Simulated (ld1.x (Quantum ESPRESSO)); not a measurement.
**Hg (Z = 80), PAW: configuration errors across variants**

```
Element                 : mercury (Hg)
Generator               : ld1.x (Quantum ESPRESSO) 7.5
Type                    : PAW
Functional              : LDA (PZ)
Relativity              : fully relativistic
Frozen core             : [Xe] 4f14
Valence charge          : 12
Reference configuration : 5d10 6s1.5 6p0 (charge +0.5)
Partial waves           : 6s (bound): rcut 1.70, rcutus 2.30 bohr; 6s channel at -0.3 Ry: rcut 1.70, rcutus 2.30 bohr; 6p (bound, empty): rcut 2.35, rcutus 2.65 bohr; 6p channel at 0.55 Ry: rcut 2.35, rcutus 2.65 bohr; 5d (bound): rcut 1.60, rcutus 2.15 bohr; 5d channel at 0.75 Ry: rcut 1.60, rcutus 2.15 bohr; 5f channel at 0.05 Ry: rcut 2.15, rcutus 2.30 bohr; 5f channel at 1.55 Ry: rcut 2.15, rcutus 2.30 bohr
Local potential         : all-electron potential smoothed inside 2.35 bohr (lloc = -1)
Core correction         : Bessel-smoothed model core inside 1.10 bohr
Augmentation charge     : BESSEL, radius 1.50 bohr
```

Open shells are filled in proportion to 2j + 1 (rel_dist='average').

All-electron excitation energies from the reference (eV): (1) 5d10 6s2 6p0 -4.532; (2) 5d10 6s1 6p0 6.527; (3) 5d10 6s0 6p0 25.929; (4) 5d9 6s2 6p0 11.226; (5) 5d10 6s0 6p2 8.094; (6) 5d9 6s2 6p1 5.751; (7) 5d10 6s0 6p1 13.959.

3 further variants failed, have other tests or too few solved ones, and are left out.

Errors AE − PS in meV (a dash: test not solved or not reliable):

| change | (1) | (2) | (3) | (4) | (5) | (6) | (7) | bound ghosts |
| --- | --- | --- | --- | --- | --- | --- | --- | --- |
| base | +0.3 | +0.3 | -0.3 | 0.0 | -0.4 | +3.3 | -0.3 | not determined |
| waves 5d (bound): rcut 1.60, rcutus 3.18 bohr; 5d channel at 0.75 Ry: rcut 1.60, rcutus 3.18 bohr | +0.7 | +0.4 | -5.3 | -25 | -0.7 | -21 | -1.4 | not determined |
| wave 6p channel at 0.55 Ry: rcut 2.35, rcutus 2.65 bohr becomes 6p channel at 0.64 Ry: rcut 2.35, rcutus 2.65 bohr | +0.3 | +0.3 | -0.3 | 0.0 | -0.4 | +3.3 | -0.3 | not determined |
| waves 5f channel at 0.05 Ry: rcut 1.62, rcutus 1.72 bohr; 5f channel at 1.55 Ry: rcut 1.62, rcutus 1.72 bohr | +0.3 | +0.3 | -0.3 | 0.0 | -0.4 | +3.3 | -0.3 | not determined |
| local potential all-electron potential smoothed inside 2.98 bohr (lloc = -1) | 0.0 | +0.1 | -1.6 | -21 | -0.5 | -19 | -0.7 | not determined |
| waves 6p (bound): rcut 2.32, rcutus 2.46 bohr; 6p channel at 0.55 Ry: rcut 2.32, rcutus 2.46 bohr | +0.3 | +0.3 | -0.3 | +0.1 | 0.0 | -0.5 | +0.1 | not determined |
| type ultrasoft; local potential all-electron potential smoothed inside 1.65 bohr (lloc = -2); augmentation built from norm-conserving waves at rcut, not smoothed further | -1.0 | -1.4 | -19 | -92 | -5.3 | -118 | -5.8 | not determined |
| core correction a·sin(br)/r model core, default radius (ld1.x builds one for every PAW set, though the input has nlcc=.false.) | +0.4 | +0.4 | +1.8 | -15 | -0.4 | -9.5 | 0.0 | not determined |
| all radii but the core radius scaled by about 1.29 (s 2.96, p 3.42, d 2.76, f 2.96 bohr, rcut 2.18/3.02/2.06/2.76); local potential all-electron potential smoothed inside 3.02 bohr (lloc = -1); augmentation BESSEL, radius 1.94 bohr | +1.4 | +1.0 | -1.0 | +20 | -0.6 | +42 | -0.7 | not determined |

Q: Give the same row for: local potential all-electron potential smoothed inside 2.10 bohr (lloc = -2).

A: +0.2, +0.2, -1.1, -9.7, -0.5, -6.7, -0.6; bound ghosts: not determined.
